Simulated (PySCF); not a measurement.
**HOMO energy and vertical ionisation energy**

ωB97X-D3(BJ)/ma-def2-TZVP single points (PySCF) on relaxed neutral molecules. The ionisation energy is the difference of two SCF energies at the neutral's structure.

```csv
molecule,−ε(HOMO) / eV,vertical ionisation energy / eV
"3-chlorophenol, `Oc1cccc(Cl)c1` (C6H5ClO)",8.98,8.75
`Clc1ccccc1` (C6H5Cl),9.35,9.17
"allyl fluoride, `C=CCF` (C3H5F)",10.09,10.13
`Clc1ncn[nH]1` (C2H2ClN3),10.17,10.11
"vinyl fluoride, `C=CF` (C2H3F)",10.20,?
"2-chloroethyl methyl ether, `COCCCl` (C3H7ClO)",10.27,10.19
`C#CCF` (C3H3F),10.63,10.79
"2-chloroacrylonitrile, `C=C(Cl)C#N` (C3H2ClN)",10.64,10.63
"epichlorohydrin, `ClC[C@@H]1CO1` (C3H5ClO)",10.78,10.76
```

Problem. Fit a straight line to the complete rows and predict the ionisation energy of `C=CF` (C2H3F).

Solution. IE = -1.609 + 1.154·(−ε) (8 points, rms 0.07 eV, correlation 0.995). At 10.20 this gives 10.16 eV; the calculation itself gave 10.44 eV, so the fit is off by 0.28. That is 4.1 times the rms, an unusual miss.

(vinyl fluoride) Structures, frequencies and single points took 3.2 min of wall time on 1 thread of Arm Neoverse N1 (shared host), launched as `OMP_NUM_THREADS=1 python redox_run.py task.json out`.
